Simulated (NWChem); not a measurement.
C3H5B; SMILES C#CBC

```xyz
9

B     -0.6016     0.5627    -0.0082
C     -0.1472    -0.8884    -0.0018
C      0.2175    -2.0530     0.0012
H      0.5358    -3.0805     0.0038
H     -1.7955     0.7726     0.0144
C      0.3883     1.7707    -0.0127
H      0.2681     2.2959     0.9543
H      0.0917     2.5137    -0.7722
H      1.4483     1.5129    -0.1381
```
Atoms are numbered in this order, from 1.

Coordinates come from a PBE0/def2-SVP optimisation.

Problem. Give the principal values of the shielding tensors (ppm) of B1, C2, C3, C6 from Hartree-Fock/6-31G* (spherical d), GIAO (NWChem), with their diamagnetic and paramagnetic parts as GIAO splits them.

Solution. 
| atom | σ11 | σ22 | σ33 | isotropic | diamagnetic | paramagnetic |
|---|---|---|---|---|---|---|
| B1 | -2.9 | 44.2 | 139.1 | 60.1 | 194.8 | -134.6 |
| C2 | 14.0 | 29.7 | 337.0 | 126.9 | 256.3 | -129.4 |
| C3 | 31.4 | 55.7 | 133.1 | 73.4 | 274.8 | -201.4 |
| C6 | 164.6 | 196.2 | 202.9 | 187.9 | 251.4 | -63.6 |
